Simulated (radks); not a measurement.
Task: The table gives one normalised radial function P(r) = r R(r) of Ta in [Xe] 4f14 5d3 6s2 (r in bohr). All-electron calculation, scalar-relativistic Kohn-Sham, PBEsol, spin-polarised, spherical densities, finite nucleus; open shells are filled with parallel spins first (spin-orbit coupling, left out, can overturn this in heavy ions); Fermi nuclear charge, rms radius 5.3507 fm. Program: a radial shooting solver on a logarithmic mesh with Libxc functionals.

| r | P |
|---|---|
| 0.002362 | 0.0000 |
| 0.003227 | 0.0001 |
| 0.004373 | 0.0002 |
| 0.005975 | 0.0005 |
| 0.008097 | 0.0011 |
| 0.01106 | 0.0025 |
| 0.01499 | 0.0054 |
| 0.02048 | 0.0117 |
| 0.02776 | 0.0239 |
| 0.03792 | 0.0468 |
| 0.05139 | 0.0833 |
| 0.07021 | 0.1341 |
| 0.09516 | 0.1812 |
| 0.13 | 0.1882 |
| 0.1762 | 0.1077 |
| 0.2407 | -0.0716 |
| 0.3262 | -0.2505 |
| 0.4457 | -0.2769 |
| 0.604 | -0.0734 |
| 0.8251 | 0.2731 |
| 1.118 | 0.5643 |
| 1.528 | 0.6846 |
| 2.07 | 0.6280 |
| 2.829 | 0.4798 |
| 3.834 | 0.3168 |
| 5.237 | 0.1684 |
| 7.098 | 0.0719 |
| 9.697 | 0.0218 |

Which n and l does it have? It may be an empty orbital.

Result: n = 5, l = 2: the number of nodes gives n - l - 1 = 2, the rise at small r (about r^(l+1), flatter next to the nucleus through relativity) gives l, and the extent must fit the shell. The curve is that of 5d down; the table hardly tells the two spins apart. 5d down (empty): eigenvalue -2.540 eV, 2 radial nodes at r = 0.215, 0.649 bohr, <r> = 2.36 bohr, 90 % of the charge inside 3.95 bohr.
